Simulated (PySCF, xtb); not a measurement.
SrCl₂, SMILES [Cl][Sr][Cl].

xtb 6.7.1 with GFN2-xTB at its own geometry gives an orbital gap of 1.96 eV and a dipole moment of 4.38 D.

The structure is a stationary point at B3LYP-D3(BJ)/def2-TZVP. The isomer is the one that the SMILES or the coordinates give; other isomers of the formula were not compared. The def2 effective core potentials stand for the cores of Sr; spin–orbit coupling is left out.

What does PBE/def2-TZVPD in PySCF give? (Estimate from the structure and the level; the computed values follow.)

gap 3.77 eV (levels -6.60 and -2.83 eV), dipole 4.91 D.
